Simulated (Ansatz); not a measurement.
Reaction (ligand exchange at the Si–O bond): `[CH3][AlH][O][SiH2][SiH3]` + H₂S → `[SiH3][SiH2]S` + `[CH3][AlH][OH]`

Calculated with Ansatz (gas phase, PBE0-D4/def2-TZVP geometries, no zero-point term in ΔE). CBS: MP2 limit from def2 TZ/QZ plus the TZ coupled-cluster correction, frozen cores. This one scheme is used for every species. Functionals use def2-TZVPP. B3LYP here is the variant with VWN-RPA as its local correlation; programs differ in this. One conformer a species, not always the lowest.

`[CH3][AlH][O][SiH2][SiH3]`:

```xyz
14

C     2.289   -0.269    0.420
Al    1.436    1.472    0.299
O    -0.227    1.538   -0.019
Si   -1.698    0.906   -0.315
Si   -1.630   -1.442   -0.318
H     3.359   -0.197    0.626
H     1.835   -0.875    1.211
H     2.164   -0.833   -0.511
H     2.164    2.864    0.473
H    -2.664    1.365    0.723
H    -2.197    1.381   -1.637
H    -0.694   -1.943   -1.364
H    -1.158   -1.958    0.998
H    -2.980   -2.010   -0.586
```

H₂S:

Z-matrix (Å, degrees):
```
S
H 1 1.341
H 1 1.341 2 92.3
```

`[SiH3][SiH2]S`:

Cartesian coordinates in Å:
```
Si -0.644 -1.328 0.477
Si 0.595 0.431 -0.438
S -0.335 2.237 0.247
H -0.624 -1.247 1.961
H -0.052 -2.624 0.052
H -2.052 -1.258 0.004
H 2.013 0.363 0.010
H 0.585 0.363 -1.924
H 0.513 3.064 -0.389
```

`[CH3][AlH][OH]`:

```xyz
8

C     0.750    0.098    1.017
Al   -0.205    0.189   -0.670
O    -1.537   -0.847   -0.878
H     1.786   -0.222    0.864
H     0.281   -0.601    1.713
H     0.798    1.080    1.499
H     0.182    1.166   -1.863
H    -2.055   -0.862   -1.681
```

(1) Is it downhill or uphill in electronic energy at CCSD(T)/CBS, and by how much? (An estimate is asked.)

(2) What do these levels give: PBE0-D4, ωB97X-V, PBE, r2SCAN, PBE0, B3LYP, HF/def2-TZVPP, CCSD/def2-TZVPP, CCSD(T)/def2-TZVPP, HF/CBS(def2), MP2/CBS(def2), CCSD/CBS(def2)? (Best estimate.)

Largest T1 diagnostic among the species: 0.012.

Answers

(1) The calculation gave: Uphill: ΔE = +47.0 kJ/mol.

(2) Computed: PBE0-D4 38.6, ωB97X-V 47.8, PBE 30.8, r2SCAN 42.6, PBE0 35.4, B3LYP 47.3, HF/def2-TZVPP 63.3, CCSD/def2-TZVPP 52.8, CCSD(T)/def2-TZVPP 50.2, HF/CBS(def2) 65.7, MP2/CBS(def2) 43.0, CCSD/CBS(def2) 49.5 kJ/mol.

From PBE to PBE0 (25 % exact exchange), in def2-TZVPP and without D4, ΔE moves by +4.6 kJ/mol. In def2-TZVPP, CCSD(T) changes the Hartree–Fock value by −13.1 kJ/mol (the triples alone add −2.6 kJ/mol) and MP2 by −17.1 kJ/mol. The D4 term adds +4.5 kJ/mol with B3LYP and +3.2 kJ/mol with PBE0; it sums over pairs of atoms, weighted by their polarisabilities, and B3LYP, whose exchange is more repulsive, gets the larger term.
